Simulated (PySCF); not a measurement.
SMILES C(#N)c1ccc(B)s1 (GFN2-xTB optimised geometry):

```
12

B     -1.412    -2.444     0.001
C     -0.459    -1.254     0.000
C      0.925    -1.254     0.000
C      1.507     0.013     0.000
C      0.563     1.019     0.000
C      0.805     2.395     0.001
N      1.013     3.524     0.003
S     -1.045     0.387     0.000
H     -0.967    -3.524     0.002
H     -2.566    -2.267     0.001
H      1.495    -2.167     0.000
H      2.566     0.205     0.000
```

Method: CAM-B3LYP/def2-TZVP in PySCF 2.14.0.

**Question.** What are the frontier orbital energies and the dipole moment?

**Answer.** HOMO-2 -11.20 eV, HOMO-1 -9.47 eV, HOMO -9.02 eV, LUMO -1.96 eV, LUMO+1 0.19 eV; dipole moment 3.54 D.

Meta-Löwdin charges at CAM-B3LYP/def2-TZVP: B1 -0.04, C2 -0.20, C3 -0.09, C4 -0.12, C5 -0.14, C6 0.11, N7 -0.20, S8 0.36, H9 0.02, H10 0.02, H11 0.14, H12 0.14.
